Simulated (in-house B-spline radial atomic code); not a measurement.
## B II (B+): [He] 2s2

Method: non-relativistic r2SCAN0, spin-polarised, spherical fractional occupations, point nucleus. Calculated with a B-spline radial code for spherical atoms.

Effective charges: Z_r = [3n² - l(l+1)]/(2<r>) from the radius, Z_e = n√(-2ε) from the energy, and Slater's rules. Values are occupation-weighted means over spin.

| shell | electrons | ε (eV) | <r> (bohr) | Z_r | Z_e | Slater |
| --- | --- | --- | --- | --- | --- | --- |
| 1s | 2 | -203.35 | 0.327 | 4.59 | 3.87 | 4.70 |
| 2s | 2 | -20.902 | 1.787 | 3.36 | 2.48 | 2.95 |

The least bound orbital is 2s at -20.9 eV, and it is also the most diffuse (<r> = 1.787 bohr).
